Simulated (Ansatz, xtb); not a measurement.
Two isomers of C2H8BrNSi2

Structure I: `C=C[SiH](Br)N[SiH3]`, a singlet. Structure II: `C=C[SiH2]N[SiH2]Br`, a singlet. Both are isolated molecules in the gas phase, relaxed with r2SCAN-D4/def2-SVP, each in the lowest conformer that the search found.

I (Å):

```yaml
atoms:
  - { symbol: C, position_ang: [0.9341, 1.0160, 0.7211] }
  - { symbol: C, position_ang: [-0.3525, 1.3623, 0.5558] }
  - { symbol: Br, position_ang: [-3.2667, 0.4574, -0.7016] }
  - { symbol: N, position_ang: [-1.1652, -1.4126, 1.0863] }
  - { symbol: Si, position_ang: [-1.7550, 0.2069, 0.9559] }
  - { symbol: Si, position_ang: [-1.7515, -2.7182, 2.0955] }
  - { symbol: H, position_ang: [1.2164, 0.0304, 1.1114] }
  - { symbol: H, position_ang: [1.7574, 1.6989, 0.4793] }
  - { symbol: H, position_ang: [-0.5853, 2.3621, 0.1637] }
  - { symbol: H, position_ang: [-2.4811, 0.5267, 2.2127] }
  - { symbol: H, position_ang: [-0.5428, -1.6938, 0.3272] }
  - { symbol: H, position_ang: [-0.5969, -3.4876, 2.6494] }
  - { symbol: H, position_ang: [-2.6253, -3.6807, 1.3564] }
  - { symbol: H, position_ang: [-2.5315, -2.1001, 3.2038] }
```

II (Å):

```yaml
atoms:
  - { symbol: C, position_ang: [1.9162, 0.5476, 1.1244] }
  - { symbol: C, position_ang: [1.3572, 0.5497, -0.0959] }
  - { symbol: Br, position_ang: [-4.6124, 0.6530, 1.1596] }
  - { symbol: N, position_ang: [-1.3083, 0.1945, 1.1566] }
  - { symbol: Si, position_ang: [-0.4904, 0.4945, -0.3661] }
  - { symbol: Si, position_ang: [-2.5454, 1.1390, 1.9017] }
  - { symbol: H, position_ang: [3.0026, 0.5749, 1.2720] }
  - { symbol: H, position_ang: [1.2993, 0.5202, 2.0317] }
  - { symbol: H, position_ang: [2.0223, 0.5776, -0.9722] }
  - { symbol: H, position_ang: [-0.8031, -0.5643, -1.3754] }
  - { symbol: H, position_ang: [-1.0140, 1.7985, -0.8715] }
  - { symbol: H, position_ang: [-1.1736, -0.7363, 1.5520] }
  - { symbol: H, position_ang: [-2.3116, 2.5711, 1.5875] }
  - { symbol: H, position_ang: [-2.5632, 0.8664, 3.3633] }
```

Q: Which of the two would you expect CCSD(T)/def2-SVP + ΔMP2/def2-TZVPP electronic energies to favour?

A: CCSD(T)/def2-SVP + ΔMP2/def2-TZVPP gives E(II) − E(I) = +0.037 eV, slightly favouring structure I, which is too small a margin to settle the true order.

The same difference at several levels:

```json
{"level": "r2SCAN-D4/def2-SVP", "geometry": "r2SCAN-D4/def2-SVP", "E(II) − E(I) (eV)": "+0.035", "departure from the last row (eV)": "−0.002", "job, with rough time for the two": "optimisation, 2.9 min"}
{"level": "HF/def2-SVP", "geometry": "r2SCAN-D4/def2-SVP", "E(II) − E(I) (eV)": "+0.019", "departure from the last row (eV)": "−0.018", "job, with rough time for the two": "part of the CCSD(T) run"}
{"level": "MP2/def2-SVP", "geometry": "r2SCAN-D4/def2-SVP", "E(II) − E(I) (eV)": "+0.054", "departure from the last row (eV)": "+0.017", "job, with rough time for the two": "part of the CCSD(T) run"}
{"level": "CCSD(T)/def2-SVP", "geometry": "r2SCAN-D4/def2-SVP", "E(II) − E(I) (eV)": "+0.041", "departure from the last row (eV)": "+0.004", "job, with rough time for the two": "single point"}
{"level": "CCSD(T)/def2-SVP + ΔMP2/def2-TZVPP", "geometry": "r2SCAN-D4/def2-SVP", "E(II) − E(I) (eV)": "+0.037", "departure from the last row (eV)": "", "job, with rough time for the two": "single point, 2.2 min"}
```

As drawn, both hold the same kinds of bond in the same numbers.

The largest departure from CCSD(T)/def2-SVP + ΔMP2/def2-TZVPP is that of HF/def2-SVP, 0.018 eV. No reliable frequencies are at hand for II, so it isn't confirmed as a minimum. Levels run at GFN2-xTB geometries aren't shown. The last row adds to CCSD(T) the change of the MP2 difference between the two basis sets, here −0.004 eV.

The correlated steps freeze 22 core orbitals; the filled d shell of Br is correlated, in a basis made for valence electrons. Run with Ansatz 0.2.0, xtb 6.7.1; the last row on 2 threads of Intel(R) Xeon(R) Platinum 8375C CPU @ 2.90GHz (Ice Lake) on a shared host.
